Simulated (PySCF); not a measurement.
Working out the ionisation energy of Fe

Fe [Ar] 3d6 4s2 (5D) → Fe⁺ [Ar] 3d6 4s1 (6D). All numbers are calculated (PySCF 2.14, the non-relativistic Hamiltonian (point nucleus), in def2-QZVPPD). Frozen: [Ar]. Energies in hartree (1 hartree = 27.21139 eV):

| part | Fe (lower) | Fe⁺ (upper) |
| --- | --- | --- |
| UHF | -1262.454475 | -1262.220687 |
| CCSD correlation | -0.199283 | -0.153264 |
| (T) | -0.007198 | -0.003572 |

Problem. What does Hartree-Fock give?

Solution. (-1262.220687) − (-1262.454475) = 0.233788 hartree = 6.362 eV.

Problem. What do CCSD and CCSD(T) give?

Solution. The CCSD correlation energies differ by 0.046019 hartree = 1.252 eV and the triples by 0.003626 hartree = 0.099 eV, so CCSD gives 7.614 eV and CCSD(T) 7.713 eV.

Measured between the centres of the two terms (NIST): 7.904 eV, so CCSD(T) (valence) is off by -0.191 eV.

The calculation is non-relativistic.

What remains against the reference includes basis incompleteness, the frozen core and higher excitations.
